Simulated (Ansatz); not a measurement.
Program: Ansatz. Geometries: PBE0-D4/def2-TZVP. ΔE: electronic, gas phase. CBS: MP2 limit from def2 TZ/QZ plus the TZ coupled-cluster correction, frozen cores. This one scheme is used for every species. Functionals use def2-TZVPP. def2 core potentials past Kr. For In outer-core shells are correlated without core-valence functions, which leaves a few kJ/mol of doubt a bond. One conformer a species, not always the lowest.

Reaction (hydrogenolysis of the In–C bond): `C[NH][In]([CH3])[F]` + H₂ → `C[NH][InH][F]` + CH₄

```
             level  ΔE (kJ/mol)  difference from CCSD(T)/CBS
       LDA (SPW92)        -47.5                         -9.6
         revPBE-D4        -39.0                         -1.1
         r2SCAN-D4        -44.4                         -6.5
            B97M-V        -59.3                        -21.4
        r2SCANh-D4        -45.4                         -7.5
      CAM-B3LYP-D4        -49.9                        -12.0
           ωB97X-V        -46.3                         -8.4
            B2PLYP        -44.9                         -7.0
          PBE-QIDH        -43.8                         -5.9
              BLYP        -47.3                         -9.4
              PBE0        -48.0                        -10.1
           r2SCANh        -46.5                         -8.6
RPA@PBE/def2-TZVPP        -39.7                         -1.8
      MP2/def2-SVP        -46.6                         -8.7
   CCSD/def2-TZVPP        -44.7                         -6.8
    CCSD/CBS(def2)        -42.2                         -4.3
       CCSD(T)/CBS        -37.9                            0
```

Largest T1 diagnostic among the species: 0.016.

The D4 term adds +5.0 kJ/mol with B3LYP and +2.9 kJ/mol with PBE0; it sums over pairs of atoms, weighted by their polarisabilities, and B3LYP, whose exchange is more repulsive, gets the larger term. At CCSD(T), def2-SVP lies −14.4 kJ/mol from the extrapolated value and def2-TZVPP −2.4 kJ/mol. In def2-TZVPP, CCSD(T) changes the Hartree–Fock value by +24.5 kJ/mol (the triples alone add +4.3 kJ/mol) and MP2 by +32.5 kJ/mol.

B3LYP here is the variant with VWN-RPA as its local correlation; programs differ in this.
